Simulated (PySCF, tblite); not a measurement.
Species: C₄H₁₃NSi₃.
Atom-mapped SMILES: `[CH2:1]=[C:2]([CH3:3])[Si@@H:4]1[NH:5][SiH2:6][CH2:7][SiH2:8]1` (hydrogens: H9, H10 on C1; H11, H12, H13 on C3; H14 on Si4; H15 on N5; H16, H17 on Si6; H18, H19 on C7; H20, H21 on Si8)

Structure used (GFN2-xTB), in Å, numbered top down from 1:
```
atom  x, y, z in Å
C1    -2.956   -0.929    0.907
C2    -1.918   -0.335    0.338
C3    -2.092    0.585   -0.833
Si4   -0.136   -0.631    0.913
N5     0.671    0.905    1.127
Si6    1.981    1.498    0.162
C7     2.624   -0.063   -0.711
Si8    1.299   -1.442   -0.703
H9    -2.836   -1.598    1.744
H10   -3.971   -0.778    0.567
H11   -1.585    0.176   -1.706
H12   -1.641    1.552   -0.616
H13   -3.144    0.730   -1.075
H14   -0.199   -1.263    2.244
H15    0.287    1.546    1.801
H16    1.506    2.495   -0.812
H17    2.974    2.112    1.051
H18    3.512   -0.418   -0.188
H19    2.950    0.177   -1.721
H20    0.730   -1.560   -2.058
H21    1.934   -2.741   -0.430
```

Computed, not measured: PBE0/pcSseg-1 in PySCF (dipole) on a GFN2-xTB geometry, gas phase.

Take the most abundant isotopes and a rigid rotor. The values belong to one conformer with, in the numbering `[CH2:1]=[C:2]([CH3:3])[Si@@H:4]1[NH:5][SiH2:6][CH2:7][SiH2:8]1`, C1–C2–Si4–N5 -131°, C2–Si4–N5–Si6 -113°, Si4–N5–Si6–C7 -17°, N5–Si6–C7–Si8 20°, Si6–C7–Si8–Si4 -16°.

Task: What are A, B and C (cm⁻¹)?

Result: Ia = 269.13, Ib = 621.01, Ic = 718.86 u·Å²; 505379 MHz·u·Å²/I gives 1878, 813.8 and 703.0 MHz, that is A = 0.06264, B = 0.02715, C = 0.02345 cm⁻¹.

Task: Classify the top.

Result: An asymmetric top. Ray's parameter κ = (2B − A − C)/(A − C) = -0.811; −1 is the prolate and +1 the oblate limit.

Task: Is it planar, by Δ = Ic − Ia − Ib?

Result: Not planar: Δ = Ic − Ia − Ib = -171.28 u·Å². For a rigid frame Δ = −2 Σ m c², so Σ m c² = 85.64 u·Å² lies off the ab plane: 26.45 from hydrogen and 59.20 from heavier atoms. The atom farthest from that plane is 2.23 Å away.

Task: Give the other two planar moments, Paa and Pbb, and the rms extents of the mass along the axes.

Result: Paa = Σ m a² = (Ib + Ic − Ia)/2 = 535.37 and Pbb = Σ m b² = (Ia + Ic − Ib)/2 = 183.49 u·Å². With the mass M = 159.04 u, the rms extents √(P/M) along a, b and c are 1.83, 1.07, 0.73 Å.

Task: Which lines would a microwave search look for?

Result: The dipole components are |μa| = 0.06 D, |μb| = 0.37 D, |μc| = 0.18 D. Intensities carry the squares of the components, which stand as 0.03 : 1.00 : 0.24 (a : b : c). Some lines, for components of 0.1 D or more:

```csv
type,branch,"J(Ka,Kc)",MHz,lower level (cm⁻¹)
c,Q,"1(1,1) ← 1(0,1)",1064,0.051
b,Q,"1(1,0) ← 1(0,1)",1175,0.051
b,Q,"2(1,1) ← 2(0,2)",1294,0.152
b,R,"2(0,2) ← 1(1,1)",1961,0.086
b,R,"1(1,1) ← 0(0,0)",2581,0.000
c,R,"1(1,0) ← 0(0,0)",2692,0.000
b,Q,"2(2,0) ← 2(1,1)",3200,0.195
b,Q,"2(2,1) ← 2(1,2)",3524,0.184
b,R,"2(1,2) ← 1(0,1)",3987,0.051
b,R,"2(2,1) ← 1(1,0)",6336,0.090
c,R,"2(2,0) ← 1(1,0)",6345,0.090
c,R,"2(2,1) ← 1(1,1)",6447,0.086
b,R,"2(2,0) ← 1(1,1)",6455,0.086
```

Task: Estimate the classical rotational partition function at 25 K, 100 K and 200 K.

Result: Point group C1, symmetry number σ = 1; q = (√π/σ)·√((kT/h)³/(ABC)), k/h = 20836.6 MHz/K: 20300 at 25 K, 163000 at 100 K, 460000 at 200 K.

Its GFN2-xTB frequencies are all real (lowest 34 cm⁻¹). Constants of a rigid frame at the computed geometry: no zero-point averaging, no centrifugal distortion. A rigid rotor knows nothing of internal rotation, which can split or shift real lines. Quadrupole hyperfine structure (14N) is left out.

On Arm Neoverse N1, one thread, shared host, this took 1.8 min of wall time (grids of density and orbitals included) and 1.1 GiB of memory at its peak. This is the PBE0/pcSseg-1 job that gave the dipole, with the shieldings it also computed.
